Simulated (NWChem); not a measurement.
System: TaNHCl3; SMILES [NH]=[Ta]([Cl])([Cl])[Cl]

Parts of the log:

```
             Northwest Computational Chemistry Package (NWChem) 7.3.0
             --------------------------------------------------------

 C3  symmetry detected

                             Geometry "geometry" -> ""
                             -------------------------

 Output coordinates in angstroms (scale by  1.889725989 to convert to a.u.)

  No.       Tag          Charge          X              Y              Z
 ---- ---------------- ---------- -------------- -------------- --------------
    1 Ta                  73.0000     0.00000000     0.00000000     0.24478080
    2 N                    7.0000    -0.00000000     0.00000000     2.02408186
    3 H                    1.0000     0.00000000     0.00000000     3.03429054
    4 Cl                  17.0000    -0.71463431     1.89221803    -0.68768357
    5 Cl                  17.0000    -1.28139173    -1.56500048    -0.68768357
    6 Cl                  17.0000     1.99602604    -0.32721755    -0.68768357

 Effective nuclear repulsion energy (a.u.)    1247.2148525135

      Symmetry information
      --------------------

 Group name             C3
 Group number              5
 Group order               3
 No. of unique centers     4

                                Z-matrix (autoz)
                                --------

 Units are Angstrom for bonds and degrees for angles

[...]

      ----------------------
      Optimization converged
      ----------------------

  Step       Energy      Delta E   Gmax     Grms     Xrms     Xmax
  ---- ---------------- -------- -------- -------- -------- --------
@    5   -1492.20887583 -1.9D-07  0.00010  0.00003  0.00034  0.00100
                                     ok       ok       ok       ok

                                Z-matrix (autoz)
                                --------

 Units are Angstrom for bonds and degrees for angles

      Type          Name      I     J     K     L     M      Value     Gradient
      ----------- --------  ----- ----- ----- ----- ----- ---------- ----------
    1 Stretch                  1     2                       1.74462    0.00010
    2 Stretch                  1     4                       2.30319   -0.00001
    3 Stretch                  1     5                       2.30319   -0.00001
    4 Stretch                  1     6                       2.30319   -0.00001
    5 Stretch                  2     3                       1.01414    0.00007
    6 Bend                     2     1     4               106.81949    0.00000
    7 Bend                     2     1     5               106.81949    0.00000
    8 Bend                     2     1     6               106.81949    0.00000
    9 Bend                     3     1     4               106.81949    0.00000
   10 Bend                     3     1     5               106.81949    0.00000
   11 Bend                     3     1     6               106.81949    0.00000
   12 Bend                     4     1     5               111.98775   -0.00000
   13 Bend                     4     1     6               111.98775   -0.00000
   14 Bend                     5     1     6               111.98775   -0.00000
   15 Torsion                  1     4     2     3         180.00000    0.00000
   16 Torsion                  1     5     2     3         180.00000    0.00000
   17 Torsion                  1     6     2     3        -180.00000   -0.00000

                         Geometry "geometry" -> "geometry"
                         ---------------------------------

 Output coordinates in angstroms (scale by  1.889725989 to convert to a.u.)

  No.       Tag          Charge          X              Y              Z
 ---- ---------------- ---------- -------------- -------------- --------------
    1 Ta                  73.0000     0.00000000     0.00000000     0.12267809
    2 N                    7.0000    -0.00000000     0.00000000     1.86729552
    3 H                    1.0000    -0.00000000     0.00000000     2.88143058
    4 Cl                  17.0000    -0.77893485     2.06247385    -0.54376723
    5 Cl                  17.0000    -1.39668732    -1.70581429    -0.54376723
    6 Cl                  17.0000     2.17562217    -0.35665956    -0.54376723

 Effective nuclear repulsion energy (a.u.)    1212.6400928281

      Symmetry information
      --------------------

 Group name             C3
 Group number              5
 Group order               3
 No. of unique centers     4

                Final and change from initial internal coordinates
                --------------------------------------------------

                                Z-matrix (autoz)
                                --------

 Units are Angstrom for bonds and degrees for angles

[...]
```

Level: PBE0/def2-SVP with def2 effective core potentials on Ta. Not confirmed as a minimum by frequencies. def2 effective core potentials on Ta; no spin-orbit coupling.

**Question.** Which NWChem input produces such a log?

**Answer.** Several could match; the one computed here: the input that was run:
```
start job
memory heap 200 mb stack 900 mb global 1100 mb
geometry units angstroms
  Ta     0.130493    -0.084726    -0.177866
  N      1.112992    -0.722785    -1.517078
  H      1.670917    -1.084980    -2.277378
  Cl     0.867850    -0.616765     1.855332
  Cl    -1.988638    -0.770179    -0.167223
  Cl    -0.032471     2.135713    -0.116169
end
basis spherical
  * library def2-svp
end
ecp
  Ta library def2-ecp
end
dft
  xc pbe0
  iterations 150
end
driver
  maxiter 120
end
task dft optimize
```
